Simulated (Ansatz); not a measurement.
Geometry optimisation, Ansatz 0.2.0, RKS revPBE/def2-SVP.

The input (input.yaml):

```yaml
crystal:
  periodic: [false, false, false]
  atoms:
    - { symbol: O, position_ang: [-1.004, 1.0771, -1.1796] }
    - { symbol: B, position_ang: [-0.3188, 0.0779, -0.484] }
    - { symbol: C, position_ang: [-0.05339, -1.39789, -0.1561] }
    - { symbol: S, position_ang: [0.96716, -0.56254, 0.88794] }
    - { symbol: H, position_ang: [-1.8293, 1.3053, -0.6279] }
    - { symbol: H, position_ang: [0.428, -1.98707, -0.97358] }
    - { symbol: H, position_ang: [-0.91121, -1.9339, 0.41233] }
basis:
  gaussian: { orbitals: def2-SVP }
hamiltonian:
  xc: revpbe
relax:
  f_tol: 0.015
  max_steps: 40
output:
  orbitals: {}
```

Run as:

```bash
$ ansatz run input.yaml --threads 1 --pin off --max-ram 2048MiB --backend cpu --events-out ev --progress --plain --runs-dir out
```

Problem. Where does it end, and by what steps?

Solution. The run converged. After 7 steps the energy has fallen by 1.572 eV; H5 moved furthest, 0.74 Å.

```
step  energy less start (eV)  largest force component (eV/Å)  accepted
   0                  0.0000                           4.171       yes
   1                 -0.7804                           2.102       yes
   2                 -1.1011                           2.531       yes
   3                 -1.2933                           1.851       yes
   4                 -1.4679                           1.400       yes
   5                 -1.5607                           0.314       yes
   6                 -1.5700                           0.118       yes
   7                 -1.5725                           0.008       yes
```

```xyz
7
Properties=species:S:1:pos:R:3
O -1.368 0.825 -1.007
B -0.539 -0.038 -0.370
C -0.136 -1.517 -0.245
S 0.758 -0.197 0.847
H -1.240 1.748 -0.718
H 0.536 -2.006 -0.974
H -0.732 -2.237 0.346
```

Whether the end is a true minimum wasn't checked by a vibrational analysis.

The run took 17 s on 1 CPU thread of a shared host.
